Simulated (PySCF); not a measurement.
Ti³⁺: interval between two levels

Ti³⁺ [Ar] 3d1 [2D5/2, M_J = 5/2] → Ti³⁺ [Ar] 4p1 [2P3/2, M_J = 3/2], as a difference of total energies. All numbers are calculated (PySCF 2.14, the two-component X2C-1e Hamiltonian, in x2c-SVPall-2c with one added diffuse shell each of s, d type (6s5p4d1f, 48 functions)). Correlated levels: [Ne] frozen; the 6 highest virtual spinors dropped. "Screened" scales the spin-orbit matrix elements by Boettger's factors to mimic the two-electron term; Breit and QED terms are absent.

```
                    method  interval between two levels (cm⁻¹)
           GHF (spin-free)                              143120
          GMP2 (spin-free)                              139210
 GHF (screened spin-orbit)                              143110
GMP2 (screened spin-orbit)                              139200
```
